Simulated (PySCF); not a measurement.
Q: What does the PBE0-D3(BJ)/def2-SVP structure of `CN=C(OC(F)(F)F)OC(F)(F)F` look like in three dimensions?

A: 
```
atom  x, y, z in Å
C1     1.2793    1.9518   -0.6903
N2     0.9374    0.9497    0.2826
C3     0.0744    0.0901    0.0457
O4    -0.3051   -0.8869    0.9029
C5     0.3162   -1.0090    2.1215
F6    -0.2418   -2.0487    2.7074
F7     1.6088   -1.2315    1.9910
F8     0.1298    0.0570    2.8733
O9    -0.6207    0.0110   -1.1233
C10   -1.5873   -0.9212   -1.3862
F11   -2.0366   -0.6548   -2.5954
F12   -1.1031   -2.1506   -1.3694
F13   -2.5900   -0.8456   -0.5284
H14    0.4189    2.6038   -0.9169
H15    1.6092    1.5046   -1.6430
H16    2.0918    2.5785   -0.3006
```

Any rigid rotation of these coordinates is as good. Atoms count from 1 in this order. O4 (oxygen bonded to 2 C) is bent (angle 119.9°). Of the pairs four or more bonds apart, O4···F13 is among the closest relative to their van der Waals radii: 2.70 Å, 90 % of the sum of Bondi's values. The C–N distances run from 1.241 Å (N2=C3, drawn double) to 1.438 Å (C1–N2, drawn single), a spread of 0.197 Å. N2 (C=N nitrogen) is bent (angle 121.3°).

Bonds between heavy atoms (Å): C1–N2 1.438, N2=C3 1.241, C3–O4 1.354, O4–C5 1.373, C5–F6 1.317, C5–F7 1.318, C5–F8 1.318, C3–O9 1.362, O9–C10 1.368, C10–F11 1.317, C10–F12 1.321, C10–F13 1.322.

Theory: PBE0-D3(BJ)/def2-SVP geometry optimisation, gas phase (PySCF 2.14.0).

Whether it is a minimum is left open (no frequencies). The numbers are those of one conformer (N2–C3–O4–C5 -3°, N2–C3–O9–C10 -179°).
